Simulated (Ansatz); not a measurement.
This geometry of C$_{3}$H$_{8}$ClNSi (14 atoms, charge 0, multiplicity 1) is a first-order saddle point.

Level of theory: RKS B3LYP-D4/def2-SVP in Ansatz.

```xyz
14
Properties=species:S:1:pos:R:3
C -0.160 -1.991 -0.617
C 0.304 -0.866 -0.031
N 0.733 -0.796 1.277
C 0.349 0.452 -0.765
Si -0.793 1.774 -0.049
Cl 0.073 2.572 1.690
H -0.212 -2.937 -0.073
H -0.489 -1.982 -1.655
H 1.069 0.069 1.673
H 0.741 -1.620 1.859
H 1.375 0.867 -0.767
H 0.062 0.305 -1.818
H -2.122 1.219 0.311
H -0.943 2.904 -1.007
```

**Question.** Which two structures does it join? (They come from a converged band through this point; their orientation in space is the band's.)

**Answer.** No bond is made or broken. The height of N3 over the plane of its neighbours goes from 0.27 to -0.23 Å.

Image 0:

```xyz
14
Properties=species:S:1:pos:R:3
C -0.289 -1.940 -0.451
C 0.370 -0.846 -0.020
N 1.139 -0.804 1.139
C 0.357 0.450 -0.796
Si -0.829 1.749 -0.119
Cl -0.214 2.326 1.805
H -0.305 -2.863 0.136
H -0.801 -1.944 -1.413
H 1.159 0.087 1.625
H 1.009 -1.585 1.773
H 1.370 0.888 -0.836
H 0.042 0.266 -1.836
H -2.211 1.215 -0.007
H -0.810 2.971 -0.970
```

Image 6:

```xyz
14
Properties=species:S:1:pos:R:3
C -0.085 -1.993 -0.677
C 0.266 -0.861 -0.036
N 0.471 -0.780 1.337
C 0.361 0.469 -0.742
Si -0.783 1.790 -0.018
Cl 0.130 2.643 1.666
H -0.166 -2.947 -0.149
H -0.318 -1.982 -1.742
H 1.098 -0.056 1.671
H 0.567 -1.659 1.834
H 1.390 0.871 -0.686
H 0.126 0.350 -1.811
H -2.099 1.232 0.383
H -0.971 2.893 -1.001
```

**Question.** How far does it lie above each of them?

**Answer.** 3.0 kJ/mol above the first and 1.9 kJ/mol above the second. This is the barrier of this one path; another mechanism may lie lower.

Run time: 70 s on 2 threads of AMD EPYC 9R45 96-Core Processor (Zen 5) (shared host), peak memory 0.36 GiB.
